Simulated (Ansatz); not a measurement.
Reaction (atomization): `Cl[SiH]1C[SiH2]N1` → C• + Cl• + 6 H• + N• + 2 Si•

Calculated with Ansatz (gas phase, PBE0-D4/def2-TZVP geometries, no zero-point term in ΔE). CCSD(T)/CBS is the MP2 limit (def2-TZVPP, def2-QZVPP) plus CCSD(T) − MP2 in def2-TZVPP, frozen cores. This one scheme is used for every species, atoms too. No spin–orbit coupling; open shells (•) take unrestricted orbitals. Spin–orbit coupling would lower the free atoms: a little for C, Cl, Si.

```tsv
species	CCSD(T)/CBS(def2) energy (Eh)
`Cl[SiH]1C[SiH2]N1`	-1134.41798
C•	-37.79194
Cl•	-459.70966
H•	-0.50000
N•	-54.53257
Si•	-288.94402
```

**Question.** Work out ΔE.

**Answer.** ΔE = 6 × (-0.50000) + 2 × (-288.94402) + (-37.79194) + (-459.70966) + (-54.53257) − (-1134.41798) = 1.49577 Eh = +938.6 kcal/mol.

Largest T1 diagnostic among the species: 0.012.

From BLYP to BHLYP (50 % exact exchange), in def2-TZVPP and without D4, ΔE moves by −4.1 kcal/mol: exact exchange takes away binding that semilocal exchange gives to molecules. The D4 term adds +12.1 kcal/mol with B3LYP and +6.3 kcal/mol with PBE0; it sums over pairs of atoms, weighted by their polarisabilities, and B3LYP, whose exchange is more repulsive, gets the larger term.

B3LYP here is the variant with VWN-RPA as its local correlation; programs differ in this.

For atomizations the MP2-based limit and the directly extrapolated one differ by several kJ/mol either way, and by 10 to 25 for some Ge, Se and Sn compounds, so smaller differences from it don't rank the levels.
